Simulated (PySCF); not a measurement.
Compound: C₂H₁₄AsNOSi₃.
SMILES with atom numbers: `[CH3:1][N:2]([CH3:3])[Si@H:4]([OH:5])[As:6]([SiH3:7])[SiH3:8]` (hydrogens: H9, H10, H11 on C1; H12, H13, H14 on C3; H15 on Si4; H16 on O5; H17, H18, H19 on Si7; H20, H21, H22 on Si8)

Structure used (PBE0-D3(BJ)/def2-SVP), in Å, numbered top down from 1:
```xyz
22
C2H14AsNOSi3 angstrom
C     -2.8353   -0.2748    0.6144
N     -1.7105   -0.4688   -0.2710
C     -1.9518   -1.3968   -1.3441
Si    -0.1660    0.1252    0.2264
O     -0.2608    1.7470    0.6177
As     1.3572   -0.1837   -1.5592
Si     2.2570   -2.1849   -0.6914
Si     2.9444    1.1933   -0.4700
H     -3.1278   -1.2054    1.1398
H     -3.7215    0.0822    0.0571
H     -2.6003    0.4857    1.3746
H     -1.0841   -1.4503   -2.0189
H     -2.8207   -1.0819   -1.9518
H     -2.1594   -2.4230   -0.9812
H      0.3370   -0.4693    1.5001
H     -0.6239    2.3134   -0.0713
H      2.5683   -2.1060    0.7695
H      1.2677   -3.2839   -0.9139
H      3.5118   -2.5022   -1.4374
H      4.3040    0.8098   -0.9600
H      2.9113    1.0474    1.0168
H      2.6779    2.6144   -0.8400
```

The closed-shell ground state was solved at several levels (PySCF, density fitting, gas phase). Relativistic effects, spin–orbit coupling among them, are left out although an element past zinc is present.

```csv
level,basis functions,HOMO (eV),LUMO (eV),gap (eV),dipole (D)
CAM-B3LYP/def2-SVPD,305,-7.96,0.52,8.48,1.80
PBE0/pcSseg-1,251,-6.60,-0.11,6.49,1.95
```

**Question.** Estimate the row for CAM-B3LYP/pcSseg-1, a basis of 251 functions; the other rows only guide the guess.

**Answer.** HOMO -7.94 eV, LUMO 0.94 eV, gap 8.88 eV, dipole 1.94 D.

**Question.** Over all these levels, which gives the widest orbital gap and which the narrowest?

**Answer.** CAM-B3LYP/pcSseg-1 (range-separated hybrid) has the widest, 8.88 eV, and PBE0/pcSseg-1 (global hybrid, 25 % exact exchange) the narrowest, 6.49 eV. The two share the basis. From the narrowest to the widest the HOMO moves by -1.34 eV and the LUMO by +1.05 eV.

**Question.** How far do the dipole and the HOMO energy spread over the levels?

**Answer.** The dipole runs from 1.80 to 1.95 D (mean 1.90 D) and the HOMO from -7.96 to -6.60 eV.

One conformer stands for the species.
